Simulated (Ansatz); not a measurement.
`O[SiH2][S][GeH3]` + `[SiH3]S` → `O[SiH2][SiH2]S` + `[SH][GeH3]`  (formal exchange of groups at the Si–S bond)

Isolated molecules relaxed with PBE0-D4/def2-TZVP in Ansatz; ΔE leaves out vibrations. CBS: MP2 limit from def2 TZ/QZ plus the TZ coupled-cluster correction, frozen cores. Functionals use def2-TZVPP. For Ge outer-core shells are correlated without core-valence functions, which leaves a few kJ/mol of doubt a bond. Scalar relativity is left out up to krypton. Each species was taken in one conformer, which may not be the lowest.

| species | BLYP energy (Eh) |
| --- | --- |
| `O[SiH2][S][GeH3]` | -2843.69001 |
| `[SiH3]S` | -690.11406 |
| `O[SiH2][SiH2]S` | -1056.11037 |
| `[SH][GeH3]` | -2477.66813 |

Problem. Work out ΔE.

Solution. ΔE = (-1056.11037) + (-2477.66813) − (-2843.69001) − (-690.11406) = 0.02557 Eh = +16.0 kcal/mol. CCSD(T)/CBS gives +18.8 kcal/mol.

Problem. What do rigid-rotor, harmonic-oscillator terms from PBE0-D4/def2-TZVP frequencies (298.15 K, 1 bar) make of the CCSD(T)/CBS value? (Best estimate.)

Solution. The calculation gave: ΔZPE = -0.3 kcal/mol, ΔH = +18.6 kcal/mol, ΔS = -4 J/(mol·K), ΔG = +18.8 kcal/mol. Modes under 50 cm⁻¹ make the entropy rough.

Largest T1 diagnostic among the species: 0.012.

From PBE to PBE0 (25 % exact exchange), in def2-TZVPP and without D4, ΔE moves by +1.4 kcal/mol. At CCSD(T), def2-SVP lies −1.8 kcal/mol from the extrapolated value and def2-TZVPP −0.4 kcal/mol.
